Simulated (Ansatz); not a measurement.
Relaxation of CH₇GaOSi (11 atoms, charge 0, multiplicity 1), to a largest force component of 0.02 eV/Å in at most 50 steps.

Theory: Ansatz, RKS PBE0-D4/def2-SVP.

```xyz
11
Properties=species:S:1:pos:R:3
O -1.060 2.360 -0.244
Ga -0.071 1.221 1.059
C 0.483 -0.598 0.909
Si 0.200 -1.090 -0.836
H -1.114 2.051 -1.201
H -1.254 3.039 0.450
H 1.633 -0.694 1.105
H 0.005 -1.241 1.619
H -1.316 -0.953 -1.024
H 0.854 -0.223 -1.739
H 0.526 -2.496 -1.025
```

**Question.** Where does it end, and by what steps?

**Answer.** It converged. After 18 steps the energy has fallen by 2.236 eV; H5 moved furthest, 1.18 Å.

```tsv
step	energy less start (eV)	largest force component (eV/Å)	accepted
0	0.0000	3.375	yes
1	-1.0691	2.006	yes
2	-1.7421	1.357	yes
3	-2.0457	0.786	yes
4	-2.0931	1.278	yes
5	-2.1254	0.898	yes
6	-2.1550	0.228	yes
7	-2.1601	0.129	yes
8	-2.1650	0.467	yes
9	-2.1940	0.305	yes
10	-2.2144	0.179	yes
11	-2.2169	0.541	yes
12	-2.2211	0.292	yes
13	-2.2299	0.103	yes
14	-2.2321	0.065	yes
15	-2.2339	0.037	yes
16	-2.2349	0.066	yes
17	-2.2354	0.054	yes
18	-2.2356	0.018	yes
```

```xyz
11
Properties=species:S:1:pos:R:3
O -1.292 1.864 0.184
Ga 0.708 1.587 1.357
C 0.498 -0.442 0.883
Si 0.283 -0.873 -0.907
H -1.439 1.175 -0.486
H -1.447 2.712 -0.249
H 1.401 -0.943 1.278
H -0.366 -0.826 1.459
H -1.016 -0.284 -1.424
H 1.356 -0.265 -1.763
H 0.203 -2.328 -1.261
```

Whether the end is a true minimum wasn't checked by a vibrational analysis.

Time of the run: 63 s on 2 threads of Intel(R) Xeon(R) Platinum 8488C (Sapphire Rapids), with other jobs on the host, peak memory 0.29 GiB.
